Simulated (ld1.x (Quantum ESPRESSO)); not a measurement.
# Reading a pseudo-wave (bismuth)

Columns: radius, all-electron u(r) and pseudo u(r) of the 5d shell (level -31.08 eV) of bismuth in the configuration [Xe] 4f14 5d10 6s2 6p2.5; LDA (PZ), scalar-relativistic, RRKJ scheme, ld1.x (Quantum ESPRESSO) 7.5.

```csv
r (bohr),all-electron,pseudo
0.105,0.3523,0.0024
0.210,-0.1866,0.0210
0.315,-0.5202,0.0779
0.420,-0.3397,0.1948
0.525,0.0539,0.3750
0.630,0.4395,0.5916
0.735,0.7294,0.7951
0.840,0.9097,0.9400
0.945,0.9973,1.0095
1.050,1.0161,1.0180
1.155,0.9890,0.9890
1.260,0.9335,0.9335
1.365,0.8624,0.8624
1.470,0.7845,0.7845
1.575,0.7055,0.7055
1.680,0.6291,0.6291
1.785,0.5572,0.5572
1.890,0.4910,0.4910
1.995,0.4309,0.4309
2.100,0.3769,0.3769
2.205,0.3288,0.3288
2.310,0.2862,0.2862
2.415,0.2486,0.2486
2.520,0.2158,0.2158
2.625,0.1869,0.1869
2.730,0.1618,0.1618
```

(1) How many radial nodes do the two functions have?

(2) At about which radius was the pseudo-wave matched?

(3) Is the pseudo-wave norm-conserving?

## Answers

(1) The all-electron 5d function has n − l − 1 = 2; the pseudo-wave has 0, since the states of the same l below it are removed with the core.

(2) 1.15 bohr, where the columns begin to agree (steps of 0.10 bohr).

(3) Yes: the RRKJ scheme keeps the norm inside the radius equal to the all-electron one, which fixes the energy derivative of the logarithmic derivative at the level.
